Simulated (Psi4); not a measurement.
Input for Psi4:
```
memory 2 GB

molecule mol {
0 1
Ge    1.125372   -0.150223    0.102115
O    -0.543055   -0.149453   -0.355149
Si   -2.062402    0.358877   -0.071920
H     1.752648   -1.083813   -0.883064
H     1.630972    1.256959   -0.022347
H     1.215508   -0.645521    1.515777
H    -2.501182   -0.159722    1.225451
H    -2.803817   -0.212726   -1.191291
H    -2.087973    1.823301   -0.064125
}

set {
  basis def2-svpd
  reference rks
}

energy('pbe')
print_variables()
```

**Question.** Give the number of basis functions at the level PBE/def2-SVPD run with Psi4.

**Answer.** 133

**Question.** Predict the dipole moment from PBE/def2-SVPD.

**Answer.** 0.93 D

**Question.** Predict the nuclear repulsion energy from PBE/def2-SVPD.

**Answer.** 268.2757 Eh

**Question.** Estimate the total energy that PBE/def2-SVPD returns for this input.

**Answer.** -2444.3833 Eh
